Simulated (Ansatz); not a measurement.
Born–Oppenheimer molecular dynamics of Cl3H2NSi (7 atoms, charge 0, multiplicity 1). It starts from a relaxed structure.

Level of theory: RKS B3LYP-D4/6-31G in Ansatz.

```yaml
ensemble: NVT, Langevin thermostat
time_step: 0.25 fs
steps_asked: 100
set_temperature: 700 K
friction: 0.01 /fs
seed: 396131
```

First frame:

```xyz
7
Properties=species:S:1:pos:R:3
Si -0.015 0.011 0.063
N 0.021 -0.027 1.786
H -0.781 -0.300 2.336
H 0.835 0.257 2.312
Cl 2.034 0.040 -0.625
Cl -1.016 1.741 -0.794
Cl -1.076 -1.721 -0.686
```

What does the run give?

The run went to its last step.

```yaml
steps_done: 100
time_covered: 25 fs
mean_temperature_over_the_second_half: 464 K
spread_of_the_potential_energy_over_the_second_half: 14.2 meV per atom
mean_potential_energy_of_the_second_half_above_the_start: 48.4 meV per atom
```

The mean temperature of the second half is 34 % below the set value. A run of 0.025 ps of so small a system gives no equilibrium averages. Limits of this set-up: no polarisation functions.

What happens to the structure?

The same pairs are bonded in the first frame and the last. Pairs count as bonded within 1.25 times the sum of covalent radii (0.12 Å more for H–H). This is one draw of velocities; another would differ in detail.

How do temperature and energy run in time?


| time (fs) | T (K) | potential energy less start (eV) |
| --- | --- | --- |
| 0 | 600 | 0.000 |
| 2 | 685 | 0.035 |
| 4 | 661 | 0.099 |
| 6 | 674 | 0.173 |
| 8 | 499 | 0.267 |
| 10 | 421 | 0.378 |
| 12 | 280 | 0.461 |
| 14 | 243 | 0.485 |
| 16 | 320 | 0.425 |
| 18 | 472 | 0.340 |
| 20 | 532 | 0.284 |
| 22 | 593 | 0.253 |
| 24 | 647 | 0.211 |

Time of the run: 4.7 min on 1 thread of Intel(R) Xeon(R) Platinum 8375C CPU @ 2.90GHz (Ice Lake), with other jobs on the host, peak memory 0.18 GiB.
